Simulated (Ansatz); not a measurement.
Stepwise reaction of `[OH][Cd][OH]` with ammonia, as a gas-phase model of exchange steps in deposition or etching. ΔE in kJ/mol; ΔG adds harmonic PBE0-D4 terms to CCSD(T)/CBS, at 1 bar.

Calculated with Ansatz (gas phase, PBE0-D4/def2-TZVP geometries, no zero-point term in ΔE). CCSD(T)/CBS adds triple-zeta CCSD(T) − MP2 to the extrapolated MP2 energy (def2 sets, frozen cores). This one scheme is used for every species. Functionals use def2-TZVPP. B3LYP here is the variant with VWN-RPA as its local correlation; programs differ in this. Elements past krypton have def2 core potentials. For Cd outer-core shells are correlated without core-valence functions, which leaves a few kJ/mol of doubt a bond. One conformer a species, not always the lowest.

| step | reaction | PBE-D4 | B3LYP-D4 | ωB97M-V | CCSD(T)/CBS | ΔG(600 K) |
| --- | --- | --- | --- | --- | --- | --- |
| 1 | `[OH][Cd][OH]` + NH₃ → `[NH2][Cd][OH]` + H₂O | 12.8 | 14.7 | 13.6 | 11.7 | 6.6 |
| 2 | `[NH2][Cd][OH]` + NH₃ → `[NH2][Cd][NH2]` + H₂O | 18.8 | 20.1 | 17.7 | 16.2 | 17.2 |

**Question.** By hand: ΔE of the 2 steps together at CCSD(T)/CBS.

**Answer.** (11.7) + (16.2) = 27.9 kJ/mol, or 13.9 kJ/mol a step.

In ΔE the steps differ by no more than 4.5 kJ/mol. All are uphill at CCSD(T)/CBS. ΔG lies between 6.6 and 17.2 kJ/mol a step. PBE-D4 differs from CCSD(T)/CBS by 1.1 to 2.6 kJ/mol a step. Isolated molecules leave out the surface, adducts and barriers. Largest T1 diagnostic: 0.017.
